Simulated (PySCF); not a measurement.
Level of theory: ωB97X-D3(BJ)/def2-TZVP // PBE0-D3(BJ)/def2-TZVP (PySCF 2.14.0). All species are isolated molecules in the gas phase. 

Reference species (SMILES): `[F][GaH2]` (neutral, multiplicity 1).

- HOMO: -11.48 eV
- LUMO: 0.29 eV
- dipole moment: 2.23 D

Changed species: `[GaH3]` (0 of 3 H replaced by F; the reference has 1 of 3 H replaced by F).

Give the shifts of the HOMO, LUMO and dipole moment.

the HOMO rises by 0.37 eV, to -11.11 eV; the LUMO falls by 0.21 eV, to 0.08 eV; the dipole moment falls by 2.23 D, to 0.00 D.
